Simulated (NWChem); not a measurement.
System: C4H5NO; SMILES CO/C=C/C#N

NWChem input:

```
start job
memory heap 200 mb stack 900 mb global 1100 mb
geometry units angstroms noautosym nocenter noautoz
  C     -0.644652    -2.292820     0.000000
  O      0.638501    -1.667335     0.000000
  C      0.683306    -0.329871     0.000000
  C     -0.358553     0.531133     0.000000
  C     -0.134423     1.935608     0.000000
  N      0.031768     3.088677     0.000000
  H     -0.454677    -3.366334     0.000000
  H     -1.211857    -2.014696     0.896187
  H     -1.211857    -2.014696    -0.896187
  H      1.710699     0.021958     0.000000
  H     -1.390226     0.196970     0.000000
end
basis spherical
  * library def2-svp
end
dft
  xc m06-2x
  iterations 150
end
cosmo
  dielec 37.5
end
task dft energy
```

NWChem printed, in part:

```
             Northwest Computational Chemistry Package (NWChem) 7.3.0
             --------------------------------------------------------

                             Geometry "geometry" -> ""
                             -------------------------

 Output coordinates in angstroms (scale by  1.889725989 to convert to a.u.)

  No.       Tag          Charge          X              Y              Z
 ---- ---------------- ---------- -------------- -------------- --------------
    1 C                    6.0000    -0.64465200    -2.29282000     0.00000000
    2 O                    8.0000     0.63850100    -1.66733500     0.00000000
    3 C                    6.0000     0.68330600    -0.32987100     0.00000000
    4 C                    6.0000    -0.35855300     0.53113300     0.00000000
    5 C                    6.0000    -0.13442300     1.93560800     0.00000000
    6 N                    7.0000     0.03176800     3.08867700     0.00000000
    7 H                    1.0000    -0.45467700    -3.36633400     0.00000000
    8 H                    1.0000    -1.21185700    -2.01469600     0.89618700
    9 H                    1.0000    -1.21185700    -2.01469600    -0.89618700
   10 H                    1.0000     1.71069900     0.02195800     0.00000000
   11 H                    1.0000    -1.39022600     0.19697000     0.00000000

 Effective nuclear repulsion energy (a.u.)     200.0858896031

                                 NWChem DFT Module
                                 -----------------

 Summary of "ao basis" -> "ao basis" (spherical)
 ------------------------------------------------------------------------------
       Tag                 Description            Shells   Functions and Types
 ---------------- ------------------------------  ------  ---------------------
 C                          def2-svp                 6       14   3s2p1d
 O                          def2-svp                 6       14   3s2p1d
 N                          def2-svp                 6       14   3s2p1d
 H                          def2-svp                 3        5   2s1p

 in cosmo_initialize ...

 solvent parameters
 solvname_short: unkn
 solvname_long:  unknown
 dielec:       37.5000

          ---------------
          -cosmo- solvent
          ---------------
 Cosmo: York-Karplus, doi: 10.1021/jp992097l
 dielectric constant -eps-     =  37.50
 screen = (eps-1)/(eps    )    =   0.97333
 surface charge correction     = lagrangian

   van der Waals surface
 --------------------------

 ---------- ATOMIC COORDINATES (A.U.) ------------ VDWR(ANG.) --
     1   -1.21821564   -4.33280154    0.00000000     2.000
     2    1.20659193   -3.15080628    0.00000000     1.720
     3    1.29126111   -0.62336580    0.00000000     2.000
     4   -0.67756692    1.00369583    0.00000000     2.000
     5   -0.25402264    3.65776874    0.00000000     2.000
     6    0.06003282    5.83675320    0.00000000     1.830
     7   -0.85921494   -6.36144885    0.00000000     1.300
     8   -2.29007767   -3.80722339    1.69354786     1.300
     9   -2.29007767   -3.80722339   -1.69354786     1.300
    10    3.23275236    0.04149460    0.00000000     1.300
    11   -2.62714620    0.37221933    0.00000000     1.300
 number of segments per atom =         32
 number of   points per atom =         32
 atom (   nspa,  nppa )
 ----------------------
    1 (     16,     0 )       0
    2 (     16,     0 )       0
    3 (     14,     0 )       0
    4 (     14,     0 )       0
    5 (     18,     0 )       0
    6 (     22,     0 )       0
    7 (     16,     0 )       0
    8 (     14,     0 )       0
    9 (     14,     0 )       0
   10 (     14,     0 )       0
   11 (     12,     0 )       0
 number of -cosmo- surface points =      170
 molecular surface =    132.792 angstrom**2
 molecular volume  =    108.557 angstrom**3
 G(cav/disp)       =      1.524 kcal/mol
 -lineq- algorithm             =   0
 -bem- low  level              =   2
 -bem- from -octahedral-
 gaussian surface charge width =   4.50000
 degree of switching           =   1.00000
 switching function tolerance  =   0.00010
 atomic radii =
 --------------
    1  6.000  2.000
    2  8.000  1.720
    3  6.000  2.000
    4  6.000  2.000
    5  6.000  2.000
    6  7.000  1.830
    7  1.000  1.300
    8  1.000  1.300
    9  1.000  1.300
   10  1.000  1.300
   11  1.000  1.300
 ...... end of -cosmo- initialization ......

[...]

                                   COSMO solvation results
                                   -----------------------

                 gas phase energy =      -285.022197648274
                 sol phase energy =      -285.035512766854
 (electrostatic) solvation energy =         0.013315118580 (    8.36 kcal/mol)

                       DFT Final Molecular Orbital Analysis
                       ------------------------------------

 Vector   20  Occ=2.000000D+00  E=-4.227065D-01
              MO Center= -1.5D-01, -3.8D-01,  1.4D-09, r^2= 5.7D+00
   Bfn.  Coefficient  Atom+Function         Bfn.  Coefficient  Atom+Function
  ----- ------------  ---------------      ----- ------------  ---------------
    20      0.334509   2 O  pz                6     -0.268678   1 C  pz
    76      0.251590   6 N  pz               23      0.245868   2 O  pz
    62     -0.237014   5 C  pz               90     -0.215675   8 H  s
    95      0.215675   9 H  s                34      0.179081   3 C  pz
    79     -0.152866   6 N  pz               65     -0.135298   5 C  pz

 Vector   21  Occ=2.000000D+00  E=-4.023536D-01
              MO Center= -3.9D-02,  1.5D+00,  5.1D-10, r^2= 4.4D+00
   Bfn.  Coefficient  Atom+Function         Bfn.  Coefficient  Atom+Function
  ----- ------------  ---------------      ----- ------------  ---------------
    74      0.385494   6 N  px               60     -0.325141   5 C  px
    77     -0.239911   6 N  px               63     -0.207265   5 C  px
    46      0.178444   4 C  px               18      0.167528   2 O  px
   105     -0.154044  11 H  s                49      0.138219   4 C  px
    32     -0.129677   3 C  px               21      0.118291   2 O  px

 Vector   22  Occ=2.000000D+00  E=-3.095839D-01
              MO Center=  4.2D-02,  4.0D-01,  9.6D-10, r^2= 3.6D+00
   Bfn.  Coefficient  Atom+Function         Bfn.  Coefficient  Atom+Function
  ----- ------------  ---------------      ----- ------------  ---------------
    48      0.385604   4 C  pz               51      0.322943   4 C  pz
    20     -0.316922   2 O  pz               76      0.269035   6 N  pz
    23     -0.266628   2 O  pz               34      0.244035   3 C  pz
    79     -0.199644   6 N  pz               37      0.140292   3 C  pz
    62     -0.085452   5 C  pz               91      0.076454   8 H  s

 Vector   23  Occ=0.000000D+00  E= 5.924401D-03
              MO Center=  2.7D-01,  5.5D-01, -2.3D-10, r^2= 3.5D+00
   Bfn.  Coefficient  Atom+Function         Bfn.  Coefficient  Atom+Function
  ----- ------------  ---------------      ----- ------------  ---------------
    37      0.565381   3 C  pz               34      0.454165   3 C  pz
    51     -0.370757   4 C  pz               79      0.314853   6 N  pz
    76     -0.265457   6 N  pz               23     -0.248606   2 O  pz
    48     -0.241093   4 C  pz               62     -0.225527   5 C  pz
    20     -0.222954   2 O  pz               65     -0.222954   5 C  pz

 Vector   24  Occ=0.000000D+00  E= 6.883815D-02
              MO Center= -1.6D-01,  1.8D+00,  2.1D-10, r^2= 3.3D+00
   Bfn.  Coefficient  Atom+Function         Bfn.  Coefficient  Atom+Function
  ----- ------------  ---------------      ----- ------------  ---------------
    31      0.573016   3 C  s               106     -0.565059  11 H  s
    77      0.523377   6 N  px               63     -0.486687   5 C  px
    60     -0.412661   5 C  px               74     -0.395654   6 N  px
     3      0.323876   1 C  s                49     -0.299519   4 C  px
    45      0.280174   4 C  s                59     -0.259586   5 C  s

 Vector   25  Occ=0.000000D+00  E= 1.162907D-01
              MO Center= -1.1D+00, -1.6D+00,  3.2D-09, r^2= 6.2D+00
   Bfn.  Coefficient  Atom+Function         Bfn.  Coefficient  Atom+Function
  ----- ------------  ---------------      ----- ------------  ---------------
     3      2.160174   1 C  s                64     -1.183852   5 C  py
    91     -1.090662   8 H  s                96     -1.090662   9 H  s
    73      1.009694   6 N  s                86     -0.931775   7 H  s
    50     -0.786055   4 C  py              106     -0.633222  11 H  s
     7     -0.479377   1 C  px               49     -0.419725   4 C  px

     Multipole analysis of the density
     ---------------------------------

     L   x y z        total         alpha         beta         nuclear
     -   - - -        -----         -----         ----         -------
     0   0 0 0     -0.000000    -22.000000    -22.000000     44.000000

     1   1 0 0     -0.576811     -0.332374     -0.332374      0.087937
     1   0 1 0     -2.455302     -1.387863     -1.387863      0.320424
     1   0 0 1     -0.000000     -0.000000     -0.000000      0.000000

     2   2 0 0    -23.422830    -42.862446    -42.862446     62.302061
     2   1 1 0      2.540141     -4.371659     -4.371659     11.283460
     2   1 0 1      0.000000      0.000000      0.000000      0.000000
     2   0 2 0    -36.703150   -312.743198   -312.743198    588.783247
     2   0 1 1      0.000000      0.000000      0.000000      0.000000
     2   0 0 2    -26.724743    -16.230476    -16.230476      5.736209
```

Level: M06-2X/def2-SVP, COSMO on the gas-phase geometry. The geometry was optimised at B3LYP/6-31G* (spherical d). COSMO prints the solvation energy as gas minus solution, so a positive value is a stabilisation.
